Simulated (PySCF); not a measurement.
Species: C₅H₈O₂ (charge +1 and doublet state).
Cartesian coordinates in Å at the GFN2-xTB level; atoms count from 1:
```
atom  x, y, z in Å
C1    -2.7975   -0.0906    0.5377
O2    -1.4288    0.1600    0.3291
C3    -0.8158   -0.1984   -0.7490
C4     0.5487   -0.1942   -0.8382
C5     1.3134    0.0787    0.3884
C6     2.7796    0.3153    0.1387
O7     0.7861    0.1629    1.4621
H8    -3.3290    0.8675    0.5252
H9    -2.9017   -0.5057    1.5451
H10   -3.2207   -0.7716   -0.2028
H11   -1.3915   -0.5785   -1.5978
H12    1.0601   -0.3169   -1.7772
H13    3.2056   -0.6142   -0.2417
H14    3.2606    0.6044    1.0710
H15    2.9266    1.0895   -0.6124
```

The hyperfine couplings belong to this conformer and change with its torsions.

Identity: `CO[CH+][CH]C(C)=O` [radical] (charge +1).

The calculation used UKS B3LYP, pcH-1 on C H O, non-relativistic, mean-field spin-orbit, GIAO (PySCF). Geometry: GFN2-xTB, one conformer, isolated ion. Couplings are sensitive to structure, and on GFN2-xTB geometries they can be far from those on DFT ones, by a factor of two or more for some ions and for spin on atoms past the first row. The frame is twisted about the C3–C4 bond at this geometry (dihedral O2–C3–C4–C5 = 7°); couplings at other torsion angles weren't computed. The SCF solution wasn't tested for stability.

Q: Where do the isotropic ENDOR lines of H11, H8/H9/H10, H12 and H13/H14/H15 fall at 335.2 mT, to first order?

A: For S = 1/2 in fast tumbling each set of equivalent nuclei gives two lines, ν± = |νn ± a/2| to first order, with νn = g_N μN B/h and μN/h = 7.62259 MHz/T.

```tsv
nuclei	isotope	g_N	νn (MHz)	a_iso (MHz)	lower line (MHz)	upper line (MHz)
H11	1H	5.5857	14.27	41.67	6.57	35.11
H8/H9/H10	1H	5.5857	14.27	20.77	3.89	24.66
H12	1H	5.5857	14.27	-14.13	7.21	21.34
H13/H14/H15	1H	5.5857	14.27	-3.22	12.66	15.88
```

Q: Which pairs are centred on the nuclear Larmor frequency, and which on half the coupling?

A: Centred on νn, since |a| < 2νn: H8/H9/H10, H12 and H13/H14/H15. Centred on |a|/2 and split by 2νn: H11.

Nuclei that the bonding pattern makes equivalent are averaged, as if the motion that swaps them (rotation, inversion, ring flip) were fast. The three 1H nuclei of mean +20.8 MHz run from -0.4 to 31.4 MHz in the frozen geometry. The three 1H nuclei of mean -3.2 MHz run from -15.2 to 8.9 MHz in the frozen geometry.

The SMILES draws the unpaired electron on C4; the largest computed Mulliken spin population is on O7 (0.49 against 0.37).
